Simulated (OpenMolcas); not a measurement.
F II: thermal populations, worked from levels

| Quantity | Value |
| --- | --- |
| Program | OpenMolcas |
| Basis | ANO-L-VTZP [4s3p2d1f] |
| Scalar Hamiltonian | non-relativistic, point nucleus |
| Active space | 4 electrons in 3 orbitals (2p) |
| State averaging | 2S+1 = 3 even, 3 roots; 2S+1 = 1 even, 6 roots |
| Spin-orbit coupling | state interaction with AMFI integrals over the reference wave functions, term energies averaged over their components |

Methods: CASSCF; SS-CASPT2, IPEA 0.25 Eh, imaginary shift 0.1 Eh (closed shells correlated: 1s 2s). Measured levels: NIST Handbook of Basic Atomic Spectroscopic Data.

**Thermal populations.** Z = Σ (2J + 1) exp(-E/kT) with k = 0.695035 cm-1/K, over the levels below. No other level of either list lies under 90000 cm-1, which is above 7 kT at each temperature.

```
      Level  2J + 1  SS-CASPT2  measured
2s² 2p⁴ ³P₂       5        0.0       0.0
2s² 2p⁴ ³P₁       3        321       341
2s² 2p⁴ ³P₀       1        476       490
2s² 2p⁴ ¹D₂       5      21080     20873
2s² 2p⁴ ¹S₀       1      47540     44918
```

```json
{"T (K)": "5000", "Z, SS-CASPT2": "8.619", "Z, measured levels": "8.600", "Ground level (%), SS-CASPT2": "58.0", "Ground level (%), measured levels": "58.1"}
{"T (K)": "8000", "Z, SS-CASPT2": "8.863", "Z, measured levels": "8.855", "Ground level (%), SS-CASPT2": "56.4", "Ground level (%), measured levels": "56.5"}
{"T (K)": "12000", "Z, SS-CASPT2": "9.234", "Z, measured levels": "9.237", "Ground level (%), SS-CASPT2": "54.1", "Ground level (%), measured levels": "54.1"}
```

At 12000 K, kT = 8340 cm-1, and the computed levels give Z = 5.000 + 2.887 + 0.945 + 0.399 + 0.003 = 9.234.

CASPT2 does not keep the components of a term degenerate, so their means are used; among the terms shown or strongly mixed into the levels shown the widest spread is 94 cm-1 (2s² 2p⁴ ¹D, SS-CASPT2). With the s shell closed, the reference lacks s² → p² mixing. Without dynamic correlation excited terms often stand tens of per cent too high (terms of higher spin than the ground term too low), and those without a measured partner can miss by more than the paired ones (holds for CASSCF). Computed and measured levels are paired by configuration, term and J; levels that our copy of the source lacks, or whose pairing is in doubt (as where it misses far off the trend of its configuration), stay unpaired and out of the deviations. Only configurations of the active space appear.
